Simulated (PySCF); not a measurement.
Q: Give a PBE0-D3(BJ)/def2-SVP geometry of InChI=1S/C3H6BFSi/c5-6-2-1-4-3-6/h1-2,4,6H,3H2/t6-/m1/s1.

A: 
```
atom  x, y, z in Å
F1    -0.4846   -2.0737    1.9143
Si2   -0.1780   -1.3834    0.4675
C3     1.4638   -0.4934    0.4469
C4     1.3007    0.7491   -0.0778
B5    -0.1519    1.0426   -0.5695
C6    -1.2336    0.1132    0.0885
H7    -0.2769   -2.4814   -0.5346
H8     2.4435   -0.8751    0.7602
H9     2.1581    1.4184   -0.2194
H10   -0.3957    1.8408   -1.4458
H11   -1.4629    0.5411    1.0844
H12   -2.1790   -0.0211   -0.4526
```

Orientation and origin are arbitrary. Atoms count from 1 in this order. B5 (three-coordinate boron) is planar (angles 123.7°, 122.6° and 113.4°, sum 359.8°, 0.04 Å off the plane of its three neighbours). The 5-membered ring Si2–C3–C4–B5–C6 has internal angles of 96.5° to 113.9°; it is puckered, 0.13 Å rms from its mean plane, widest ring torsion 27°. Si2 (fluorine-bound silicon) has angles from 96.5° to 114.6°.

Bonds between heavy atoms (Å): F1–Si2 1.632, Si2–C3 1.868, C3=C4 1.358, C4–B5 1.561, B5–C6 1.571, Si2–C6 1.870.

Level of theory: PBE0-D3(BJ)/def2-SVP geometry optimisation, gas phase (PySCF 2.14.0).

Point group: C1 (no symmetry element, even within 0.4 Å). No PBE0-D3(BJ)/def2-SVP frequencies stand behind this structure, so it isn't proved a minimum. The numbers are those of one conformer (F1–Si2–C3–C4 -132°, C3–C4–B5–C6 21°, C4–B5–C6–Si2 -27°, F1–Si2–C6–B5 139°).

Time: 58 s; peak memory 0.50 GiB. Hardware: Arm Neoverse V1, one thread, shared host. That covers the optimisation of the geometry.
